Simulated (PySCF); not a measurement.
C₆H₈F₂O₂.
SMILES with atom numbers: `[OH:1][CH2:2][C@@:3]1([O:4][CH:5]([F:6])[F:7])[CH:8]=[CH:9][CH2:10]1`

Cartesian coordinates in Å at the GFN2-xTB level; atoms count from 1:
```xyz
18
C6H8F2O2 angstrom
O     -1.564   -1.827   -0.185
C     -0.777   -1.019    0.642
C     -0.230    0.224   -0.070
O      0.618   -0.086   -1.200
C      1.656   -0.897   -1.037
F      2.373   -0.665    0.089
F      1.294   -2.216   -0.940
C     -1.274    1.248   -0.451
C     -0.820    2.155    0.408
C      0.337    1.320    0.885
H     -1.007   -2.222   -0.866
H     -1.435   -0.678    1.445
H      0.051   -1.586    1.093
H      2.328   -0.813   -1.906
H     -2.084    1.187   -1.149
H     -1.140    3.138    0.698
H      1.317    1.689    0.591
H      0.347    1.056    1.941
```

Probes without a nucleus sit at each ring's centroid and 1 Å off its mean plane on both sides; NICS is minus the shielding there, NICSzz its component along the normal. Level: GIAO PBE0/pcSseg-1 (PySCF, non-relativistic, gas phase) on the GFN2-xTB geometry, one conformer.

Ring bond lengths (Å), with Mayer bond orders in brackets: C3–C8 1.511 (1.00), C8–C9 1.329 (1.77), C9–C10 1.504 (1.04), C10–C3 1.560 (0.98).

Question: What do the NICS probes read (ppm)?

Answer: 
```
        ring                                                    type  NICS(0)  NICS(1), two faces  NICS(1)zz, two faces  rms pucker (Å)  centre to ring atoms, mean (Å)
C3–C8–C9–C10  4-membered carbocycle; formal bonds 1 double, 3 single      0.8         -1.2 / -3.4            3.7 / -0.8            0.02                            1.04
```

Question: What can be read from them?

Answer: 
- C3–C8–C9–C10: mean NICS(1)zz 1.4 ppm, near zero. C3, C10 have four or more neighbours; no verdict on aromaticity is drawn. The two faces differ by 4.5 ppm, so no symmetry operation interchanges them.

Question: What are the shieldings of the ring atoms and their hydrogens in the same run (means over atoms taken as equivalent)?

Answer: 
```
atoms                 environment  σ isotropic (ppm)
   C3  sp3 carbon bound to oxygen              100.0
   C8            alkene CH carbon               36.9
   C9            alkene CH carbon               39.6
  C10              allylic carbon              142.5
  H15            vinylic hydrogen              24.91
  H16            vinylic hydrogen              25.17
  H17          methylene hydrogen              28.82
  H18          methylene hydrogen              29.25
```
